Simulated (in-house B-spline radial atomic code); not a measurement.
A run on neutral zinc that did not converge. Method: scalar-relativistic (X2C) BLYP, spin-polarised, spherical fractional occupations, Fermi nucleus of rms radius 3.9283 fm; computed with a B-spline radial code for spherical atoms.

Command:
```bash
python run_scf.py task.json out
```
Settings (nuclear radius in fm, mass in u):
```
Z                30
configuration    [Ar] 3d10 4s1.75 4d0.25
hamiltonian      x2c
method           b88,lyp
spin_polarised   True
nucleus          fermi
rms_radius       3.9283
atomic_mass      63.92914
speed_of_light   137.035999084
```

First and last ten iterations of the last attempt (damped for 15 steps, keeping 80 % of the old Fock matrix, then DIIS):
```
 iter        energy (Eh)    residual
    1       -1795.386776    3.48e-01
    2       -1795.866393    8.57e-02
    3       -1796.009051    5.53e-02
    4       -1796.031840    3.91e-02
    5       -1796.039699    2.86e-02
    6       -1796.043580    2.13e-02
    7       -1796.045627    1.59e-02
    8       -1796.046726    1.19e-02
    9       -1796.047323    8.95e-03
   10       -1796.047652    6.72e-03
  111       -1796.048197    3.45e-05
  112       -1796.048197    3.30e-05
  113       -1796.048197    4.06e-05
  114       -1796.048196    3.92e-05
  115       -1796.048196    7.22e-05
  116       -1796.048196    8.24e-05
  117       -1796.048196    1.01e-04
  118       -1796.048200    4.74e-05
  119       -1796.048200    5.54e-05
  120       -1796.048201    6.78e-05
 not converged after 120 iterations
```

The smallest residual met was 9.2e-06; the threshold is about 3e-07. Over the last five steps the energy moves by less than 1e-05 hartree, but the orbitals didn't meet the threshold. Cost of the run: 2.7 s on 1 thread of Intel(R) Xeon(R) Platinum 8375C CPU @ 2.90GHz, on a shared host.
